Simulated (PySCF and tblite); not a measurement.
The numbers below are computed, except where a source is named.
2 regioisomers of C₇H₁₆OSi:

```csv
isomer,SMILES
A,[CH3:1][Si:2]([CH3:3])([CH3:4])[C@@H:5]1[CH2:6][CH2:7][O:8][CH2:9]1
B,[CH3:1][Si:2]([CH3:3])([CH3:4])[C@@H:5]1[CH2:6][CH2:7][CH2:8][O:9]1
```

Each isomer is a Boltzmann average at 298.15 K over at most 6 conformers: GFN2-xTB geometries, energies PBE0/6-31G* (D3(BJ) added where defined), GFN2-xTB thermal terms. Programs: PySCF with density fitting and tblite.

Task: Rank the isomers by free energy at 298.15 K.

Result: 
```tsv
isomer	ΔG (kcal/mol)	ΔE, lowest conformer	conformers	largest weight %	rms dipole (D)
A	0.0	0.0	2	95	1.97
B	0.9	1.0	2	83	1.44
```

ΔG is for one enantiomer.
